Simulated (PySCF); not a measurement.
Several orderings of computed values.

Each SMILES stands for a single optimised conformer of the isolated species, non-relativistic unless stated; the electronic structure was computed with PySCF and density fitting.

The conformers computed, where there is a choice (atom-mapped SMILES and torsion angles):
- `[CH2:1]=[CH:2][CH2:3][CH2:4][CH2:5][NH:6][SiH3:7]`: C1–C2–C3–C4 130°, C2–C3–C4–C5 -67°, C3–C4–C5–N6 67°, C4–C5–N6–Si7 -142°
- `[CH3:1][S:2][SiH2:3][C:4]1=[CH:5][SiH2:6][C@H:7]1[F:8]`: C1–S2–Si3–C4 -60°, S2–Si3–C4–C5 86°
- `[CH3:1][O:2][C@@H:3]1[CH2:4][C@@:5]1([SiH3:6])[C:7]#[N:8]`: C1–O2–C3–C4 160°
- `[F:1][C@@H:2]1[CH2:3][CH:4]=[C:5]1[SiH2:6][S:7][SiH3:8]`: C4–C5–Si6–S7 10°, C5–Si6–S7–Si8 -178°
- `[CH3:1][CH2:2][C@H:3]([C:4]#[N:5])[C:6](=[O:7])[SiH3:8]`: C1–C2–C3–C4 -62°, C2–C3–C6–O7 -125°
- `[CH2:1]=[CH:2][CH2:3][C@@H:4]([C:5]#[N:6])[O:7][SiH3:8]`: C1–C2–C3–C4 -116°, C2–C3–C4–C5 170°, C3–C4–O7–Si8 153°
- `[CH2:1]=[CH:2][CH2:3][Si@H:4]([OH:5])[CH2:6][C:7]#[N:8]`: C1–C2–C3–Si4 98°, C2–C3–Si4–O5 55°, C3–Si4–C6–C7 -58°, H–O5–Si4–C3 57°
- `[CH3:1][S:2][SiH2:3][C:4]1=[CH:5][CH2:6][Si@@H:7]1[F:8]`: C1–S2–Si3–C4 -62°, S2–Si3–C4–C5 166°
- `[CH3:1][C:2](/[CH:3]=[N:4]\[SiH3:5])=[CH:6]\[CH:7]=[O:8]`: C1–C2–C3–N4 142°, C2–C6–C7–O8 -177°

The conformers of `C[C@@H]1CCN([SiH3])C1` aren't listed.

(1) Rank by HOMO energy, highest first (B3LYP/def2-SVPD at GFN2-xTB geometries).
A. `CS[SiH2]C1=C[SiH2][C@H]1F`
B. `C#CCF`
C. `C=CCCCN[SiH3]`
D. `CO[C@@H]1C[C@@]1([SiH3])C#N`
E. `[SiH3]S[SiH2]C1=CC[C@H]1F`

(2) By how much do the two ends of that ranking differ?

(3) Rank by lowest triplet excitation (Tamm–Dancoff), lowest first (TDA B3LYP/def2-SVPD at GFN2-xTB geometries).
A. `CO[C@@H]1C[C@@]1([SiH3])C#N`
B. `C#CCF`
C. `S(C)[SiH2]C1[C@H](F)[SiH2]C=1`
D. `CC[C@H](C#N)C(=O)[SiH3]`
E. `C[C@@H]1CCN([SiH3])C1`

(4) By how much do the two ends of that ranking differ?

(5) Rank by dipole moment, lowest first (B3LYP/def2-SVPD at GFN2-xTB geometries).
A. `C=CC[C@@H](C#N)O[SiH3]`
B. `CC[C@H](C#N)C(=O)[SiH3]`
C. `C=CC[Si@H](O)CC#N`
D. `[SiH2](C1=C[SiH2][C@H]1F)SC`
E. `F[C@@H]1CC=C1[SiH2]S[SiH3]`
F. `CS[SiH2]C1=CC[Si@@H]1F`
G. `C#CCF`
H. `C=CCCCN[SiH3]`

(6) By how much do the two ends of that ranking differ?

(7) Rank by static isotropic polarisability, highest first (B3LYP/def2-SVPD at GFN2-xTB geometries).
A. `C=CC[Si@H](O)CC#N`
B. `CS[SiH2]C1=CC[Si@@H]1F`
C. `CC(/C=N\[SiH3])=C\C=O`
D. `CC[C@H](C#N)C(=O)[SiH3]`
E. `C=CCCCN[SiH3]`
F. `CS[SiH2]C1=C[SiH2][C@H]1F`
G. `C#CCF`

(8) Rank by HOMO–LUMO gap, lowest first (B3LYP/def2-SVPD at GFN2-xTB geometries).
A. `CC(/C=N\[SiH3])=C\C=O`
B. `C=CC[Si@H](O)CC#N`
C. `C([C@@H](C([SiH3])=O)C#N)C`
D. `C=CC[C@@H](C#N)O[SiH3]`

(9) By how much do the two ends of that ranking differ?

(10) Rank by electronic spatial extent ⟨r²⟩ about the centre of nuclear charge, lowest first (B3LYP/def2-SVPD at GFN2-xTB geometries).
A. `CO[C@@H]1C[C@@]1([SiH3])C#N`
B. `CS[SiH2]C1=CC[Si@@H]1F`
C. `C=CC[C@@H](C#N)O[SiH3]`
D. `C#CCF`
E. `C1[SiH2][C@H](C=1[SiH2]SC)F`
F. `C=CCCCN[SiH3]`

## Answers

(1) C (-6.06 eV), A (-6.60 eV), E (-7.04 eV), D (-7.59 eV), B (-8.05 eV).

(2) By 1.99 eV, between `C=CCCCN[SiH3]` and `C#CCF`.

(3) D (2.82 eV), C (3.91 eV), E (5.06 eV), B (5.33 eV), A (5.95 eV).

(4) By 3.13 eV, between `CO[C@@H]1C[C@@]1([SiH3])C#N` and `CC[C@H](C#N)C(=O)[SiH3]`.

(5) E (1.13 D), H (1.39 D), G (1.77 D), F (2.58 D), D (2.96 D), A (3.48 D), B (3.73 D), C (4.72 D).

(6) By 3.59 D, between `C=CC[Si@H](O)CC#N` and `F[C@@H]1CC=C1[SiH2]S[SiH3]`.

(7) F (122.6 au), B (117.8 au), C (102.7 au), E (96.0 au), D (92.4 au), A (90.7 au), G (36.1 au).

(8) A (4.14 eV), C (5.12 eV), B (6.56 eV), D (7.00 eV).

(9) By 2.86 eV, between `C=CC[C@@H](C#N)O[SiH3]` and `CC(/C=N\[SiH3])=C\C=O`.

(10) D (286 bohr²), F (1174 bohr²), A (1198 bohr²), C (1470 bohr²), B (1845 bohr²), E (1993 bohr²).
